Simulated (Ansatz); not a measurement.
CH3NO, SMILES `[H]/N=C\O` (N–C–O–H torsion 0°) (charge 0, multiplicity 1).

Level of theory: frozen-core CCSDT(Q)/6-31g // PBE0-D3(BJ)/def2-TZVP run with Ansatz (a quantum-chemistry and plane-wave program).

Ansatz 0.2 input:
```yaml
crystal:
  periodic: [false, false, false]
  atoms:
    - { symbol: N, position_ang: [-1.162825, -0.155649, -0.004737] }
    - { symbol: C, position_ang: [-0.096564, 0.508959, 0.02936] }
    - { symbol: O, position_ang: [1.183243, 0.088336, 0.000865] }
    - { symbol: H, position_ang: [-1.004083, -1.162162, -0.0627] }
    - { symbol: H, position_ang: [-0.125032, 1.595388, 0.09137] }
    - { symbol: H, position_ang: [1.20526, -0.874875, -0.054159] }
basis:
  gaussian: { orbitals: "6-31g" }
correlation:
  method: ccsdt_q
```

Output:

```
Functional definition: HF
747 factors; integrals over basis functions are off by at most 2.2e-7 eV
mean field evaluation 1: about -4591.0573 eV, gradient 3.4e1 eV
mean field evaluation 2: about -4591.0657 eV, gradient 3.4e1 eV
mean field evaluation 4: about -4593.6636 eV, gradient 2.7e0 eV
mean field evaluation 8: about -4593.6995 eV, gradient 1.6e-1 eV
mean field evaluation 16: about -4592.9311 eV, gradient 1.9e1 eV
mean field -4593.69971285 eV, -168.8153507256 hartree, gradient 2.0e-6 eV, S^2 0.000000; 0 other end points of the search recorded, 0 dependent functions left out
3 core orbitals not correlated
reference -4593.69971285 eV, -168.8153507256 hartree; 9, 9 occupied and 21, 21 virtual orbitals, 747 factors
second order -8.78456851 eV of doubles, -0.00000000 eV of singles
cycle   1  -8.79378230 eV  change   -9.2e-3 eV  update   9.8e-2
cycle   2  -9.22235673 eV  change   -4.3e-1 eV  update   4.5e-2
cycle   3  -9.47368150 eV  change   -2.5e-1 eV  update   2.1e-2
cycle   4  -9.46904661 eV  change    4.6e-3 eV  update   6.4e-3
cycle   5  -9.45911865 eV  change    9.9e-3 eV  update   2.9e-3
cycle   6  -9.46174389 eV  change   -2.6e-3 eV  update   1.0e-3
cycle   7  -9.46240203 eV  change   -6.6e-4 eV  update   3.7e-4
cycle   8  -9.46213960 eV  change    2.6e-4 eV  update   1.7e-4
cycle   9  -9.46209630 eV  change    4.3e-5 eV  update   7.5e-5
cycle  10  -9.46216572 eV  change   -6.9e-5 eV  update   3.2e-5
cycle  11  -9.46210687 eV  change    5.9e-5 eV  update   1.5e-5
cycle  12  -9.46210803 eV  change   -1.2e-6 eV  update   5.2e-6
cycle  13  -9.46211127 eV  change   -3.2e-6 eV  update   2.3e-6
cycle  14  -9.46211183 eV  change   -5.6e-7 eV  update   9.1e-7
perturbative correction -0.03488400 eV, -0.0012819633 hartree
Total energy: -4603.19670867 eV, -169.1643588850 hartree
```
